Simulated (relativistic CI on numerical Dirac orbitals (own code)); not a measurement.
**The 3d ions of charge 6+**

Method of calculation: Dirac-Coulomb-Breit CI, orbitals from a KLI potential per configuration, QED by a radiative potential, unscaled Slater integrals (own radial code, finite nucleus).

Each species is treated in one configuration, given outside its closed core, with all valence electrons in the open shell. Radial values are for the open shell of highest l, unscaled and averaged over j; ζ includes the Breit term. Labels give the leading LS character, summed over repeated terms.

```csv
Ion,Configuration,Its lowest level,LS weight (%),ζ (cm⁻¹),Next level,E (cm⁻¹),⟨r⟩ (bohr),⟨r²⟩ (bohr²)
Mn6+,3d,2D_3/2,100,517.1,2D_5/2,1298.3,0.8593,0.8835
Fe6+,3d2,?,?,?,?,?,?,?
Co6+,3d3,4F_3/2,100,790.4,4F_5/2,682.03,0.787,0.7453
Ni6+,3d4,5D_0,100,961.2,5D_1,268.72,0.7555,0.6889
Cu6+,3d5,6S_5/2,100,1158,4G_11/2,50947,0.7267,0.639
Zn6+,3d6,5D_4,100,1382,5D_3,1536.7,0.7,0.5947
```

Problem. Fill in the row of Fe6+.

Solution. Its lowest level 3F_2; LS weight (%) 100; ζ (cm⁻¹) 643.1; Next level 3F_3; E (cm⁻¹) 1012.5; ⟨r⟩ (bohr) 0.8214; ⟨r²⟩ (bohr²) 0.8096.
